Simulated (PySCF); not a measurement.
**How methods differ on the excitation energy of Be⁺**

Be⁺ [He] 2s1 (2S) → Be⁺ [He] 3d1 (2D), as a difference of total energies. Calculation: PySCF 2.14, in aug-cc-pVTZ (5s4p3d2f, 46 functions); the non-relativistic Hamiltonian (point nucleus). The calculations carry no spin-orbit coupling.

```csv
method,excitation energy (eV),error (eV)
UHF,12.190,+0.033
LDA,11.861,-0.296
PBE,11.787,-0.370
PBE0,11.910,-0.247
r2SCAN,11.778,-0.379
B3LYP,11.932,-0.225
BHandHLYP,12.137,-0.020
MN15,12.180,+0.023
M06-2X,11.878,-0.279
```

Reference: 12.157 eV (measured; NIST levels, between the centres of gravity of the two terms).
